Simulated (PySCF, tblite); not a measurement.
Dissociation curve of OH (cation, charge +1), triplet. Each curve is given relative to its own lowest point near equilibrium.

```
R / Å      A      B      C      D
-----  -----  -----  -----  -----
0.78   2.231  2.219  1.847  2.182
0.82   1.443  1.434  1.164  1.394
0.87   0.768  0.762  0.603  0.725
0.94   0.235  0.233  0.181  0.206
0.97   0.113  0.112  0.087  0.092
1.00   0.039  0.038  0.031  0.027
1.04   0.000  0.000  0.000  0.000
1.06   0.002  0.002  0.000  0.008
1.10   0.039  0.039  0.024  0.057
1.14   0.111  0.111  0.074  0.142
1.21   0.298  0.298  0.205  0.349
1.27   0.498  0.497  0.350  0.564
1.41   1.021  1.022  0.752  1.118
1.57   1.612  1.624  1.252  1.747
1.69   2.006  2.038  1.616  2.180
1.85   2.444  2.521  2.057  2.691
2.09   2.936  3.099  2.593  3.320
2.28   3.219  3.445  2.909  3.712
2.56   3.517  3.812  3.226  4.145
2.80   3.690  4.024  3.390  4.394
3.10   3.830  4.190      —  4.578
3.61   3.942  4.311      —  4.691
4.18   3.974  4.329      —  4.715
```

Energies in eV.

Question: Assign the columns to these levels of theory: GFN2-xTB, 300 K electronic temperature (tblite); restricted open-shell B3LYP/cc-pVDZ run with PySCF; CCSD(T) on UHF/cc-pVDZ, 1 core orbital frozen in PySCF 2.14.0; unrestricted CAM-B3LYP/cc-pVDZ run with PySCF.

Answer: A is UKS-CAM-B3LYP; B is ROKS-B3LYP; C is GFN2-xTB; D is UCCSD(T).

A dash means that the run gave no value there, or that the column was ended at a point which the program doubted or which failed a test of continuity chosen for this set; such a test can also cut sound points.

At the longest distance ROKS-B3LYP, UKS-CAM-B3LYP leaves fractional charges on the fragments, a sign of delocalisation error or of the restricted form. The unrestricted determinant behind UCCSD(T) is spin-contaminated at 1.57 to 4.18 Å (<S²> up to 3.0, against 2.00 for a pure triplet). The unrestricted determinant behind UKS-CAM-B3LYP is spin-contaminated at 1.85 to 4.18 Å (<S²> up to 2.5, against 2.00 for a pure triplet).
